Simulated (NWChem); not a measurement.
System: C$_{4}$H$_{7}$F; SMILES CC/C=C\F

Parts of the log:

```
             Northwest Computational Chemistry Package (NWChem) 7.3.0
             --------------------------------------------------------

 C1  symmetry detected

                             Geometry "geometry" -> ""
                             -------------------------

 Output coordinates in angstroms (scale by  1.889725989 to convert to a.u.)

  No.       Tag          Charge          X              Y              Z
 ---- ---------------- ---------- -------------- -------------- --------------
    1 C                    6.0000     0.29051845     2.13163315     0.39089494
    2 C                    6.0000     0.20162026     0.93432718    -0.55102824
    3 C                    6.0000    -0.80198710    -0.08459737    -0.11237327
    4 C                    6.0000    -0.53915327    -1.35969109     0.15936472
    5 F                    9.0000     0.68469840    -1.88202019     0.05322634
    6 H                    1.0000     1.01398956     2.87412131     0.02105494
    7 H                    1.0000     0.60811082     1.82169209     1.39825971
    8 H                    1.0000    -0.68335362     2.63711981     0.49124169
    9 H                    1.0000    -0.06994594     1.28961490    -1.56147621
   10 H                    1.0000     1.18652959     0.45261047    -0.64810769
   11 H                    1.0000    -1.84377355     0.22854877     0.01325541
   12 H                    1.0000    -1.27983250    -2.09555687     0.48558616

 Effective nuclear repulsion energy (a.u.)     170.1390286454

  pbe96 is a nonlocal functional; adding pw91lda local functional.

                                 NWChem DFT Module
                                 -----------------

 Summary of "ao basis" -> "ao basis" (spherical)
 ------------------------------------------------------------------------------
       Tag                 Description            Shells   Functions and Types
 ---------------- ------------------------------  ------  ---------------------
 C                         def2-tzvp                11       31   5s3p2d1f
 F                         def2-tzvp                11       31   5s3p2d1f
 H                         def2-tzvp                 4        6   3s1p

            General Information
            -------------------
          SCF calculation type: DFT
          Wavefunction type:  closed shell.
          No. of atoms     :    12
          No. of electrons :    40
           Alpha electrons :    20
            Beta electrons :    20
          Charge           :     0
          Spin multiplicity:     1
          Use of symmetry is: off; symmetry adaption is: off
          Maximum number of iterations: 150
          AO basis - number of functions:   197
                     number of shells:    83
          Convergence on energy requested:  1.00D-06
          Convergence on density requested:  1.00D-05
          Convergence on gradient requested:  5.00D-04

              XC Information
              --------------
          PerdewBurkeErnzerhof Exchange Functional  1.000
            Perdew 1991 LDA Correlation Functional  1.000 local
           PerdewBurkeErnz. Correlation Functional  1.000 non-local

             Grid Information
             ----------------
          Grid used for XC integration:  medium
          Radial quadrature: Mura-Knowles
          Angular quadrature: Lebedev.
          Tag              B.-S. Rad. Rad. Pts. Rad. Cut. Ang. Pts.
          ---              ---------- --------- --------- ---------
          C                   0.70       49          12.0       434
          F                   0.50       49          12.0       434
          H                   0.35       45          13.0       434
          Grid pruning is: on
          Number of quadrature shells:   560
          Spatial weights used:  Erf1

      Superposition of Atomic Density Guess
      -------------------------------------

 Sum of atomic energies:        -253.60205558

      Non-variational initial energy
      ------------------------------

 Total energy =    -256.493117
 1-e energy   =    -681.576892
 2-e energy   =     254.944747
 HOMO         =      -0.283386
 LUMO         =       0.037246

------------------------------------------------------------
EAF file 0: "./job.aoints.0" size=829423616 bytes
------------------------------------------------------------
               write      read    awrite     aread      wait
               -----      ----    ------     -----      ----
     calls:     1582         0         0         0         0
   data(b): 8.29e+08  0.00e+00  0.00e+00  0.00e+00
   time(s): 0.00e+00  0.00e+00  0.00e+00  0.00e+00  0.00e+00
rate(mb/s): 0.00e+00  0.00e+00
------------------------------------------------------------

     ---------------------------------------------
      Total Density - Mulliken Population Analysis
     ---------------------------------------------

    Atom       Charge   Shell Charges
 -----------   ------   -------------------------------------------------------
    1 C    6     6.50   0.86  1.12  0.56  0.66  0.13  1.26  1.41  0.44  0.01  0.04  0.00
    2 C    6     6.28   0.86  1.12  0.54  0.65  0.10  1.22  1.35  0.33  0.02  0.09  0.01
    3 C    6     6.32   0.86  1.12  0.57  0.61  0.07  1.26  1.35  0.41  0.02  0.05  0.01
    4 C    6     5.67   0.86  1.12  0.55  0.60  0.11  1.02  1.03  0.26  0.03  0.08  0.01
    5 F    9     9.34   0.77  1.20  0.61  1.00  0.31  2.31  2.30  0.82  0.00  0.01  0.00
    6 H    1     0.83   0.24  0.44  0.13  0.02
    7 H    1     0.84   0.24  0.45  0.13  0.02
    8 H    1     0.84   0.24  0.44  0.13  0.02
    9 H    1     0.84   0.24  0.45  0.13  0.02
   10 H    1     0.84   0.24  0.45  0.13  0.02
   11 H    1     0.83   0.23  0.44  0.13  0.02
   12 H    1     0.87   0.24  0.46  0.15  0.02

   convergence    iter        energy       DeltaE   RMS-Dens  Diis-err
 ---------------- ----- ----------------- --------- --------- ---------
 d= 0,ls=0.0,diis     1   -256.1668984276 -4.26D+02  6.56D-03  1.00D+00
 d= 0,ls=0.0,diis     2   -256.1183415713  4.86D-02  4.38D-03  1.34D+00
 d= 0,ls=0.0,diis     3   -256.2171316740 -9.88D-02  1.31D-03  2.66D-01
 d= 0,ls=0.0,diis     4   -256.2400162517 -2.29D-02  6.83D-04  2.82D-02
 d= 0,ls=0.0,diis     5   -256.2433724848 -3.36D-03  2.15D-04  4.60D-03
  Resetting Diis
 d= 0,ls=0.0,diis     6   -256.2438066539 -4.34D-04  5.35D-05  1.24D-04
 d= 0,ls=0.0,diis     7   -256.2438202148 -1.36D-05  3.86D-05  1.32D-05
 d= 0,ls=0.0,diis     8   -256.2438172926  2.92D-06  2.53D-05  3.97D-05
 d= 0,ls=0.0,diis     9   -256.2438216028 -4.31D-06  4.33D-06  1.95D-06
 d= 0,ls=0.0,diis    10   -256.2438218145 -2.12D-07  1.02D-06  1.20D-07

         Total DFT energy =     -256.243821814491
      One electron energy =     -686.063721900914
           Coulomb energy =      294.126269127494
    Exchange-Corr. energy =      -34.445397686474
 Nuclear repulsion energy =      170.139028645403

 Numeric. integr. density =       39.999995518766

                       DFT Final Molecular Orbital Analysis
                       ------------------------------------

 Vector   18  Occ=2.000000D+00  E=-3.025153D-01
              MO Center=  6.2D-02,  4.4D-01,  1.6D-03, r^2= 4.5D+00
   Bfn.  Coefficient  Atom+Function         Bfn.  Coefficient  Atom+Function
  ----- ------------  ---------------      ----- ------------  ---------------
    69      0.185158   3 C  py              131      0.161563   5 F  py
   100     -0.152780   4 C  py               38     -0.148021   2 C  py
     7      0.142600   1 C  py              157      0.142027   6 H  s
   193      0.136866  12 H  s               175     -0.131814   9 H  s
    72      0.130537   3 C  py              134      0.129646   5 F  py

 Vector   19  Occ=2.000000D+00  E=-3.003398D-01
              MO Center=  1.2D-01,  1.1D+00, -1.1D-01, r^2= 3.1D+00
   Bfn.  Coefficient  Atom+Function         Bfn.  Coefficient  Atom+Function
  ----- ------------  ---------------      ----- ------------  ---------------
    37      0.229722   2 C  px              181      0.205440  10 H  s
     6     -0.180904   1 C  px              169      0.174997   8 H  s
    40      0.162254   2 C  px              180      0.139927  10 H  s
     9     -0.128025   1 C  px              168      0.119336   8 H  s
   170      0.116168   8 H  s                68     -0.111642   3 C  px

 Vector   20  Occ=2.000000D+00  E=-2.191908D-01
              MO Center= -4.5D-01, -6.1D-01, -2.9D-02, r^2= 2.4D+00
   Bfn.  Coefficient  Atom+Function         Bfn.  Coefficient  Atom+Function
  ----- ------------  ---------------      ----- ------------  ---------------
    70      0.268202   3 C  pz              101      0.254796   4 C  pz
    73      0.229604   3 C  pz              104      0.229497   4 C  pz
   132     -0.208023   5 F  pz               76      0.185399   3 C  pz
   135     -0.163004   5 F  pz              138     -0.146946   5 F  pz
   107      0.113419   4 C  pz               45     -0.093122   2 C  pz

 Vector   21  Occ=0.000000D+00  E=-1.882831D-02
              MO Center= -5.3D-01, -4.7D-01, -1.9D-02, r^2= 3.5D+00
   Bfn.  Coefficient  Atom+Function         Bfn.  Coefficient  Atom+Function
  ----- ------------  ---------------      ----- ------------  ---------------
     5      0.931351   1 C  s               107      0.495112   4 C  pz
   158     -0.461082   6 H  s                76     -0.448566   3 C  pz
   176     -0.413512   9 H  s                36      0.344357   2 C  s
   101      0.321075   4 C  pz               67     -0.305074   3 C  s
   104      0.299616   4 C  pz               70     -0.278917   3 C  pz

 Vector   22  Occ=0.000000D+00  E= 2.097869D-02
              MO Center= -2.5D-01,  1.0D+00, -1.8D-01, r^2= 7.3D+00
   Bfn.  Coefficient  Atom+Function         Bfn.  Coefficient  Atom+Function
  ----- ------------  ---------------      ----- ------------  ---------------
    36      3.615578   2 C  s                 5      1.900152   1 C  s
   176     -1.319731   9 H  s               170     -1.217881   8 H  s
   182     -1.121915  10 H  s               188     -1.018776  11 H  s
   164     -0.975363   7 H  s                74     -0.883261   3 C  px
   158     -0.827897   6 H  s                67     -0.743208   3 C  s

 Vector   23  Occ=0.000000D+00  E= 4.630051D-02
              MO Center= -1.1D+00, -5.3D-01,  2.6D-01, r^2= 7.9D+00
   Bfn.  Coefficient  Atom+Function         Bfn.  Coefficient  Atom+Function
  ----- ------------  ---------------      ----- ------------  ---------------
   194     -1.764639  12 H  s                98      1.689572   4 C  s
   188     -1.679110  11 H  s                 5     -1.456877   1 C  s
   182      1.047693  10 H  s                67      0.939952   3 C  s
    75      0.735244   3 C  py               36     -0.686183   2 C  s
   164      0.687801   7 H  s               158      0.680264   6 H  s

------------------------------------------------------------
EAF file 0: "./job.aoints.0" size=1078984704 bytes
------------------------------------------------------------
               write      read    awrite     aread      wait
               -----      ----    ------     -----      ----
     calls:     2058         9         0     18513     18513
   data(b): 1.08e+09  4.72e+06  0.00e+00  9.71e+09
   time(s): 0.00e+00  0.00e+00  0.00e+00  0.00e+00  0.00e+00
rate(mb/s): 0.00e+00  0.00e+00
------------------------------------------------------------

     ---------------------------------------------
      Total Density - Mulliken Population Analysis
     ---------------------------------------------

    Atom       Charge   Shell Charges
 -----------   ------   -------------------------------------------------------
    1 C    6     6.36   0.85  1.12  0.52  0.66  0.11  1.34  1.26  0.45  0.01  0.04  0.00
    2 C    6     6.13   0.85  1.12  0.51  0.67  0.01  1.34  1.22  0.31  0.02  0.08  0.01
    3 C    6     6.17   0.85  1.11  0.53  0.61  0.05  1.34  1.20  0.39  0.02  0.05  0.01
    4 C    6     5.95   0.85  1.11  0.56  0.55  0.11  1.28  1.07  0.27  0.03  0.10  0.01
    5 F    9     9.16   0.77  1.20  0.62  0.97  0.35  2.28  2.09  0.87  0.00  0.02  0.00
    6 H    1     0.88   0.27  0.47  0.11  0.02
    7 H    1     0.88   0.27  0.47  0.12  0.02
    8 H    1     0.89   0.27  0.47  0.12  0.02
    9 H    1     0.90   0.27  0.48  0.12  0.02
   10 H    1     0.89   0.27  0.47  0.12  0.02
   11 H    1     0.89   0.27  0.47  0.12  0.02
   12 H    1     0.90   0.27  0.47  0.13  0.02

     -------------------------------------------
      Total Density - Lowdin Population Analysis
     -------------------------------------------

    Atom       Charge   Shell Charges
 -----------   ------   -------------------------------------------------------
    1 C    6     6.31   0.91  1.04  0.37  0.35  0.17  1.15  1.40  0.65  0.02  0.24  0.02
    2 C    6     6.29   0.91  1.04  0.35  0.32  0.16  1.14  1.35  0.58  0.02  0.38  0.04
    3 C    6     6.21   0.91  1.03  0.35  0.33  0.17  1.14  1.29  0.58  0.02  0.35  0.04
    4 C    6     6.31   0.91  1.03  0.37  0.33  0.17  1.10  1.21  0.51  0.05  0.52  0.09
    5 F    9     8.81   0.86  1.10  0.59  0.68  0.36  2.13  2.08  0.97  0.00  0.03  0.00
    6 H    1     0.88   0.25  0.40  0.17  0.06
    7 H    1     0.88   0.25  0.40  0.17  0.06
    8 H    1     0.88   0.25  0.40  0.17  0.06
    9 H    1     0.85   0.25  0.39  0.16  0.06
   10 H    1     0.85   0.25  0.38  0.16  0.06
   11 H    1     0.85   0.25  0.38  0.16  0.06
   12 H    1     0.88   0.25  0.39  0.17  0.06

     Multipole analysis of the density
     ---------------------------------

     L   x y z        total         alpha         beta         nuclear
     -   - - -        -----         -----         ----         -------
     0   0 0 0     -0.000000    -20.000000    -20.000000     40.000000

     1   1 0 0     -0.354041     -0.177021     -0.177021     -0.000000
     1   0 1 0      0.284306      0.142153      0.142153      0.000000
     1   0 0 1      0.001072      0.000536      0.000536      0.000000

     2   2 0 0    -22.321534    -44.885894    -44.885894     67.450253
     2   1 1 0      1.418769     -4.614012     -4.614012     10.646793
     2   1 0 1     -0.383780      0.525459      0.525459     -1.434699
     2   0 2 0    -23.088668   -190.739546   -190.739546    358.390424
     2   0 1 1     -0.844477     -1.042485     -1.042485      1.240493
     2   0 0 2    -23.722159    -26.651259    -26.651259     29.580360
```

Level: PBE/def2-TZVP. Geometry: optimised at PBE0/def2-SVP.

Q: Write an input that gives this output.

A: This is not unique; one that fits is the input that was run:
```
start job
memory heap 200 mb stack 900 mb global 1100 mb
geometry units angstroms noautoz
  C      0.279015     2.132324     0.397667
  C      0.234782     0.928109    -0.538588
  C     -0.794571    -0.083722    -0.145544
  C     -0.551521    -1.357630     0.149197
  F      0.674085    -1.885232     0.111355
  H      1.023890     2.869284     0.060722
  H      0.542083     1.829017     1.422612
  H     -0.696722     2.642126     0.442969
  H      0.018022     1.276569    -1.564538
  H      1.221466     0.442061    -0.580227
  H     -1.840234     0.234190    -0.077112
  H     -1.311266    -2.088242     0.441632
end
basis spherical
  * library def2-tzvp
end
dft
  xc xpbe96 cpbe96
  iterations 150
  semidirect filesize 400000000
  mulliken
end
task dft energy
```
